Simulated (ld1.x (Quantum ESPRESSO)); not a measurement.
## BP86 TM dataset for praseodymium, scalar-relativistic all-electron reference.

ld1.x (Quantum ESPRESSO) 7.5 input, shortened:

```
&input
   title='Pr', zed=59., rel=1, dft='BP', iswitch=3,
   config='[Xe] 4f2 5d1 6s0 6p0'
 /
 &inputp
   pseudotype=2, tm=.true., lloc=0,
   nlcc=.false.
 /
3
5P  2  1   6.00   0.00  2.80  2.80  0.0
5D  3  2   1.00   0.00  2.40  2.40  0.0
5S  1  0   2.00   0.00  2.50  2.50  0.0
 &test
   configts(1)='5s2 5p6 5d1 6s0 6p0'
 /
```

All-electron outer shells of the reference configuration (BP86, scalar-relativistic, ld1.x):

```tsv
shell	level (eV)	outermost node (bohr)	outermost maximum (bohr)
5s	-55.24	0.73	1.33
5p	-36.95	0.79	1.51
4f	-19.29	–	0.68
5d	-15.02	0.89	2.03
6s	-13.88	1.75	3.27
6p	-9.98	2.04	3.95
```

Estimate the cutoffs (Ry, on a coarse ladder) from which the occupation-weighted sum of valence levels, in a spherical-Bessel basis at the reference potential, stays within 10 and 1 mRy of its value at 400 Ry.

15 Ry and 30 Ry.

What does a ghost test show?

No extra level below or beside the all-electron valence levels (p, d, s, f tested).

Which valence shell sets the plane-wave cutoff?

5s: its level needs 25 Ry to come within 1 mRy, against 15 Ry for 5d.

Tests: 5s2 5p6 5d1 6s2 6p0; 5s2 5p6 5d1 6s1 6p0; 5s2 5p6 5d0 6s0 6p0; 5s2 5p6 5d1 6s1 6p1; 5s1 5p6 5d1 6s2 6p0; 5s2 5p6 5d2 6s1 6p0; 5s2 5p6 5d1 6s1.5 6p0. Which has the largest error in its energy relative to the reference configuration, and how large is it?

5s1 5p6 5d1 6s2 6p0, with +4902 meV (all-electron minus pseudo) on +29.77 eV.
